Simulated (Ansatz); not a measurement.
Reactions of `ClCBr`.

Computed with Ansatz on PBE0-D4/def2-TZVP structures; ΔE is electronic, products minus reactants. CCSD(T)/CBS is the MP2 limit (def2-TZVPP, def2-QZVPP) plus CCSD(T) − MP2 in def2-TZVPP, frozen cores. This one scheme is used for every species, atoms too. Functionals use def2-TZVPP. No spin–orbit coupling; open shells (•) take unrestricted orbitals. Spin–orbit coupling would lower the free atoms: a little for C, Cl; clearly for Br. def2 core potentials past Kr. For Br, I outer-core shells are correlated without core-valence functions, so the limit isn't a true one: a few kJ/mol of doubt a bond, and 10 to 20 or more in all where bonds break to atoms. Scalar relativity is left out up to krypton. One conformer a species, not always the lowest.

```json
{"reaction": "`ClCBr` → Br• + C• + Cl• + 2 H•", "CCSD(T)/CBS(def2) (kJ/mol)": "1509"}
{"reaction": "`ClCBr` + `CN[SiH3]` → `CN[SiH2]CCl` + HBr", "CCSD(T)/CBS(def2) (kJ/mol)": "-68"}
{"reaction": "`ClCBr` + `C=NC` → `C/N=C\\CCl` + HBr", "CCSD(T)/CBS(def2) (kJ/mol)": "?"}
{"reaction": "`ClCBr` → `ClBr` + `[CH2]` (triplet)", "CCSD(T)/CBS(def2) (kJ/mol)": "475"}
{"reaction": "`ClCBr` + `[CH3]`• → `Cl[CH]Br`• + CH₄", "CCSD(T)/CBS(def2) (kJ/mol)": "?"}
{"reaction": "`ClCBr` + HI → `BrCI` + HCl", "CCSD(T)/CBS(def2) (kJ/mol)": "-21"}
{"reaction": "`ClCBr` → `[CH2]Br`• + Cl•", "CCSD(T)/CBS(def2) (kJ/mol)": "?"}
{"reaction": "`ClCBr` → `Cl[CH]Br`• + H•", "CCSD(T)/CBS(def2) (kJ/mol)": "438"}
{"reaction": "`ClCBr` + Cl• → `Cl[CH]Br`• + HCl", "CCSD(T)/CBS(def2) (kJ/mol)": "-13"}
{"reaction": "`ClCBr` + `N=CO` → `N=C(O)CBr` + HCl", "CCSD(T)/CBS(def2) (kJ/mol)": "-56"}
```

**Question.** Fill in the missing values. (An estimate is asked.)

**Answer.** The calculation gave: `ClCBr` + `C=NC` → `C/N=C\CCl` + HBr: -30.7 kJ/mol; `ClCBr` + `[CH3]`• → `Cl[CH]Br`• + CH₄: -34.8 kJ/mol; `ClCBr` → `[CH2]Br`• + Cl•: +349.2 kJ/mol.

Largest T1 diagnostic: 0.014, for `N=CO`.
